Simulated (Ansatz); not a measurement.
Species: SnH (charge 0, doublet). 
Structure (B3LYP-D3(BJ)/def2-TZVP (Ansatz, an electronic-structure program) minimum search):
SMILES: [SnH]
```xyz
2

Sn     0.0000     0.0000    -0.0350
H      0.0000     0.0000     1.7513
```
Charge 0, spin multiplicity 2.

Wanted: vertical ionisation energy (to the singlet state of charge +1; each state is the SCF solution reached for its spin), in eV. Correlated levels leave the core frozen unless marked. UHF or UKS for open shells. No spin-orbit coupling. Frozen are the shells of the preceding noble gas and the d and f shells that filled before the atom's block. In def2 rows, elements after Kr have scalar-relativistic effective core potentials. CBS(X,Y): correlation extrapolated as X^-3; Hartree-Fock from the larger set.

```csv
level,program,vertical ionisation energy (eV)
B3LYP/def2-TZVPD,Ansatz,…
PBE0/def2-TZVPD,Ansatz,7.21
BHLYP/def2-TZVPD,Ansatz,7.13
CAM-B3LYP/def2-TZVPD,Ansatz,…
CCSD/def2-SVPD,Ansatz,6.93
CCSD/def2-TZVPPD,Ansatz,…
CCSD/def2-QZVPPD,Ansatz,…
"CCSD(T)/CBS(def2-TZVPPD,def2-QZVPPD)",Ansatz,7.11
```

Problem. What belongs in the gaps?

Solution. 
- B3LYP/def2-TZVPD, vertical ionisation energy (eV): 7.22
- CAM-B3LYP/def2-TZVPD, vertical ionisation energy (eV): 7.25
- CCSD/def2-TZVPPD, vertical ionisation energy (eV): 7.03
- CCSD/def2-QZVPPD, vertical ionisation energy (eV): 7.06
